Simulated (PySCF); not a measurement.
**A ladder for the ionisation energy of Zr²⁺**

Zr²⁺ [Kr] 4d2 (3F) → Zr³⁺ [Kr] 4d1 (2D). Scalar values calculated with PySCF 2.14 in x2c-TZVPPall with one added diffuse shell each of s, p, d, f type (spin-free X2C; valence and next inner shell: [Ar] 3d10 frozen; valence: [Kr] frozen). The spin-orbit shift comes from two-component X2C-1e calculations (generalised Hartree-Fock, GHF, and MP2 on its spinors, GMP2) in x2c-QZVPPall-2c: GMP2 gives 22.992 eV without and 22.977 eV with screened spin-orbit coupling, a shift of -0.015 eV (GHF: -0.001 eV). Sums use unrounded values; where a UHF row is shifted, it takes the GHF shift.

| method | scalar (eV) | plus spin-orbit shift (eV) | error (eV) |
| --- | --- | --- | --- |
| UHF | 22.392 | 22.391 | -0.779 |
| MP2 (valence and next inner shell) | 22.853 | 22.838 | -0.332 |
| SCS-MP2 (valence and next inner shell) | 22.771 | 22.756 | -0.414 |
| CCSD (valence and next inner shell) | 22.866 | 22.851 | -0.319 |
| CCSD(T) (valence and next inner shell) | 22.880 | 22.865 | -0.305 |
| LDA | 23.481 | 23.466 | 0.296 |
| PBE | 23.469 | 23.454 | 0.284 |
| PBE0 | 23.408 | 23.393 | 0.223 |
| r2SCAN | 23.423 | 23.408 | 0.238 |
| BHandHLYP | 23.209 | 23.194 | 0.024 |
| CAM-B3LYP | 23.344 | 23.329 | 0.159 |
| wB97X | 23.040 | 23.025 | -0.145 |
| r2SCAN0 | 23.386 | 23.371 | 0.201 |
| MP2 (valence) | 22.488 | 22.473 | -0.697 |
| SCS-MP2 (valence) | 22.424 | 22.409 | -0.761 |
| CCSD (valence) | 22.519 | 22.504 | -0.666 |
| CCSD(T) (valence) | 22.519 | 22.504 | -0.666 |
| CCSDT (valence) | 22.519 | 22.504 | -0.666 |
| FCI (valence) | 22.519 | 22.504 | -0.666 |

Reference: 23.170 eV (semi-empirical (NIST evaluation); NIST Atomic Spectra Database, ionization energies).

The errors of the correlated levels include the incompleteness of the basis and the frozen core, so a lower level can come closer by cancellation.

A first-order Landé estimate from the scalar orbitals gives 0.012 eV instead; single two-component determinants are not pure J levels in LS coupling, so the shift is uncertain by about that difference.
